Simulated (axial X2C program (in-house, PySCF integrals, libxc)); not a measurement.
# Potential curves of WO⁻, spin-free

Computed with an axial X2C code built on PySCF integrals. Spin-free means the one-electron spin-free X2C Hamiltonian. Basis: W dyall-acv3z [14s15p10d7f4g], O dyall-av3z [7s6p3d2f] (cores contracted in-house); Gaussian nuclei, density fitting, unrestricted open shells. Masses: W 183.951 u, O 15.995 u.

State: M_S = 3/2, Λ = 1 (beyond evenly filled blocks: π+α, δ+α, δ-α). Energies in eV from the lowest point of each curve. Fits are polynomials in 1 − R0/R over 0.85 to 1.23 times the lowest point R0.

| R (Å) | LDA | PBE0 |
| --- | --- | --- |
| 1.4816 | 1.6369 | 1.7275 |
| 1.5497 | 0.6486 | 0.7184 |
| 1.6008 | 0.2366 | 0.2855 |
| 1.6519 | 0.0370 | 0.0618 |
| 1.7030 | 0.0000 | 0.0000 |
| 1.7626 | 0.1099 | 0.0833 |
| 1.8222 | 0.3391 | 0.2899 |
| 1.8988 | 0.7515 | 0.6785 |
| 1.9925 | 1.3616 | 1.2622 |
| 2.1288 | 2.3233 | 2.1675 |

The state is one determinant whose occupation by symmetry is held fixed; it was picked as the lowest of a PBE0 search that is not exhaustive. Other states lie close and PBE0, whose exact exchange favours high spin, may order them wrongly; the determinant shown need not be the ground state. The nearest other spin-free determinant of the search, M_S = 1/2, Λ = 1, lies 0.43 eV up at the distance of the search. The functionals have no current-density term, which raises determinants with orbital currents, atoms included. At some level and bond length an empty orbital lies below a filled one. The highest occupied level of some functionals is positive through self-interaction error; at Hartree–Fock it is bound. The determinant is spin-polarised beyond a pure state at some levels (its spin-free form has ⟨S²⟩ too high), which makes Re and μ there less reliable.

(1) What are Re and ωe at the LDA level?

(2) What are Re and ωe at the PBE0 level?

Results:

(1) At LDA, spin-free: Re = 1.691 Å, ωe ≈ 962 cm⁻¹; Be follows as 0.401 cm⁻¹.

(2) At PBE0, spin-free: Re = 1.701 Å, ωe ≈ 943 cm⁻¹; Be follows as 0.396 cm⁻¹.
